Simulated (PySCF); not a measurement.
**Electron correlation in Tc⁺ (technetium, charge +1)**

[Kr] 4d5 5s1, high-spin 7S determinant. Computed with PySCF 2.14 in x2c-TZVPPall with one added diffuse shell each of s, p, d, f type (9s7p7d3f1g, 95 functions), with the spin-free X2C one-electron Hamiltonian (Gaussian nucleus). Frozen: [Kr]; 6 electrons correlated.

MP2 pair energies summed by pair of shells (mhartree):

| pair | energy | share (%) |
| --- | --- | --- |
| 4d-4d | -59.20 | 74.9 |
| 4d-5s | -19.82 | 25.1 |

Total MP2 correlation energy: -79.02 mhartree.

Same-spin part -79.02 and opposite-spin part 0.00 mhartree; SCS-MP2 scales them by 1/3 and 6/5 to -26.34 mhartree.
